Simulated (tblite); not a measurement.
A geometry optimisation, step by step.

Species: C6H7NSe.
Numbering: `[CH2:1]=[CH:2][c:3]1[cH:4][c:5]([CH3:6])[se:7][n:8]1` (hydrogens: H9, H10 on C1; H11 on C2; H12 on C4; H13, H14, H15 on C6)

Computed with GFN2-xTB (tblite), gas phase: L-BFGS steps from a force-field or distance-geometry start until the largest atomic force falls under 0.01 eV/Å. 5 of its 39 geometries are shown.

Step 0: E = -610.7803 eV, largest atomic force 4.814 eV/Å
```
atom  x, y, z in Å  |  force x, y, z in eV/Å
C1     -2.639    0.364    0.660   -1.355   0.249   0.427
C2     -2.236   -0.133   -0.488    1.762  -0.399  -0.481
C3     -0.773   -0.319   -0.775   -3.212  -1.140  -3.310
C4      0.185    0.034    0.083    2.799   1.347   3.678
C5      1.476   -0.185   -0.288    0.294  -0.406  -1.095
C6      2.689    0.129    0.517    0.212   0.995  -0.153
Se7     1.436   -0.965   -2.126   -1.461   0.926   2.087
N8     -0.401   -0.826   -1.942    0.366  -0.052   0.010
H9     -3.723    0.453    0.787    0.532   0.117   0.299
H10    -2.012    0.691    1.471   -0.095  -0.036  -0.091
H11    -2.962   -0.434   -1.222    0.217  -0.092  -0.271
H12    -0.035    0.461    1.091    0.308  -0.379  -0.958
H13     3.470   -0.620    0.408   -0.079   0.070  -0.026
H14     2.402    0.219    1.572    0.106  -0.145  -0.236
H15     3.118    1.138    0.229   -0.392  -1.055   0.121
```

Step 10: E = -611.3060 eV, largest atomic force 0.166 eV/Å
```
atom  x, y, z in Å  |  force x, y, z in eV/Å
C1     -2.694    0.355    0.635   -0.043  -0.022  -0.064
C2     -2.221   -0.148   -0.501    0.086   0.001  -0.010
C3     -0.804   -0.310   -0.772    0.012   0.023   0.012
C4      0.205    0.057    0.158    0.130   0.020   0.071
C5      1.470   -0.174   -0.285    0.016  -0.035   0.022
C6      2.703    0.132    0.491   -0.004  -0.028  -0.007
Se7     1.372   -0.907   -2.003   -0.076   0.022   0.025
N8     -0.403   -0.813   -1.919   -0.030   0.028   0.075
H9     -3.745    0.472    0.829   -0.091  -0.045  -0.112
H10    -2.048    0.678    1.435   -0.031  -0.020  -0.039
H11    -2.863   -0.472   -1.309   -0.094   0.031   0.083
H12     0.004    0.478    1.128   -0.011  -0.018  -0.031
H13     3.475   -0.625    0.372   -0.048  -0.035  -0.064
H14     2.426    0.194    1.542    0.154   0.059   0.018
H15     3.118    1.090    0.177    0.031   0.018   0.020
```

Step 19: E = -611.3392 eV, largest atomic force 0.149 eV/Å
```
atom  x, y, z in Å  |  force x, y, z in eV/Å
C1     -2.766    0.348    0.610   -0.011  -0.022  -0.035
C2     -2.235   -0.145   -0.501    0.095  -0.014  -0.004
C3     -0.809   -0.287   -0.723    0.073   0.010   0.016
C4      0.205    0.073    0.214    0.125   0.039   0.039
C5      1.468   -0.160   -0.237    0.037  -0.041  -0.028
C6      2.751    0.121    0.471   -0.053  -0.001  -0.014
Se7     1.357   -0.888   -1.959    0.017   0.004  -0.027
N8     -0.410   -0.784   -1.872    0.034   0.000   0.049
H9     -3.830    0.433    0.732   -0.027   0.027   0.055
H10    -2.144    0.676    1.424   -0.126   0.039   0.070
H11    -2.849   -0.480   -1.324   -0.033   0.005  -0.012
H12     0.024    0.495    1.188   -0.112  -0.033  -0.053
H13     3.482   -0.667    0.288   -0.040   0.061   0.005
H14     2.580    0.207    1.543   -0.010  -0.040  -0.023
H15     3.171    1.067    0.125    0.033  -0.033  -0.037
```

Step 28: E = -611.3483 eV, largest atomic force 0.028 eV/Å
```
atom  x, y, z in Å  |  force x, y, z in eV/Å
C1     -2.794    0.346    0.606    0.007   0.002   0.000
C2     -2.226   -0.142   -0.491    0.006  -0.007  -0.004
C3     -0.798   -0.282   -0.709    0.001   0.003   0.016
C4      0.217    0.079    0.226    0.011   0.001   0.005
C5      1.478   -0.157   -0.229   -0.003  -0.007  -0.016
C6      2.770    0.117    0.460   -0.023   0.000  -0.006
Se7     1.364   -0.881   -1.952   -0.008  -0.001  -0.010
N8     -0.402   -0.781   -1.858   -0.013   0.010   0.016
H9     -3.863    0.421    0.702    0.005  -0.006  -0.018
H10    -2.220    0.691    1.450   -0.007   0.004   0.014
H11    -2.832   -0.477   -1.321    0.001  -0.003  -0.007
H12     0.001    0.493    1.195    0.025  -0.003  -0.006
H13     3.489   -0.677    0.265   -0.008   0.021   0.016
H14     2.615    0.202    1.534   -0.001   0.000  -0.008
H15     3.196    1.055    0.100    0.008  -0.015   0.007
```

Step 38: E = -611.3489 eV, largest atomic force 0.010 eV/Å
```
atom  x, y, z in Å  |  force x, y, z in eV/Å
C1     -2.798    0.346    0.607   -0.004   0.003   0.003
C2     -2.224   -0.142   -0.487   -0.009   0.001   0.002
C3     -0.796   -0.281   -0.703   -0.005   0.002   0.004
C4      0.222    0.078    0.227   -0.006  -0.003  -0.007
C5      1.481   -0.158   -0.234   -0.001  -0.001  -0.004
C6      2.770    0.117    0.458    0.000  -0.002  -0.003
Se7     1.359   -0.880   -1.958    0.006   0.003   0.000
N8     -0.406   -0.779   -1.855    0.007   0.003   0.005
H9     -3.869    0.418    0.690    0.002  -0.001   0.001
H10    -2.233    0.692    1.456   -0.001  -0.003  -0.005
H11    -2.826   -0.478   -1.320    0.002   0.000   0.002
H12     0.015    0.492    1.198    0.001  -0.003  -0.003
H13     3.490   -0.677    0.271    0.002  -0.001   0.005
H14     2.609    0.204    1.531    0.003   0.007  -0.006
H15     3.201    1.053    0.098    0.002  -0.006   0.003
```

Q: Summarise the path.

A: The energy falls by 13.11 kcal/mol from step 0 to step 38; nine tenths of that is first reached at step 8. It falls at every step. The largest force goes from 4.814 to 0.010 eV/Å. Among the bonds C5–Se7 changes most, from 1.997 to 1.873 Å; the atoms move by 0.153 Å rms after alignment.

What follows is the cost of the whole relaxation. Hardware: an Arm Neoverse N1 with one thread, no GPU, shared host with 32 logical CPUs at a one-minute load of 24. Cost: 0.38 s.
